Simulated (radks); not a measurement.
Coulomb parameter of the 5d shell of neutral osmium in the model configuration [Xe] 4f14 5d5 6s2 6p1, as a second difference U = [E(n + 0.25) + E(n - 0.25) - 2 E(n)] / (0.25)^2 with all orbitals relaxed. "Bare": the charge of the atom changes with n. "Screened": the 6p shell takes up the change at fixed total charge, which measures U(5d,5d) + U(6p,6p) - 2 U(5d,6p). Method: Dirac Kohn-Sham, PBE, spin-unpolarised, spherical densities, finite nucleus; open shells are shared between the two j in proportion to 2j + 1; Fermi nuclear charge, rms radius 5.4126 fm; computed with a radial shooting solver on a logarithmic mesh with Libxc functionals.

start: configuration [Xe] 4f14 5d5 6s2 6p1; E - E(n) (eV) 0.000
bare +0.25: configuration [Xe] 4f14 5d5.25 6s2 6p1; E - E(n) (eV) -2.132
bare -0.25: configuration [Xe] 4f14 5d4.75 6s2 6p1; E - E(n) (eV) 2.697
screened +0.25: configuration [Xe] 4f14 5d5.25 6s2 6p0.75; E - E(n) (eV) -1.723
screened -0.25: configuration [Xe] 4f14 5d4.75 6s2 6p1.25; E - E(n) (eV) 1.864

U(bare) = 9.044 eV, U(screened by 6p) = 2.258 eV, against the Slater integral F0(5d,5d) = 14.143 eV with frozen orbitals. The step up makes a negative ion, whose loosely bound charge lowers the bare value.
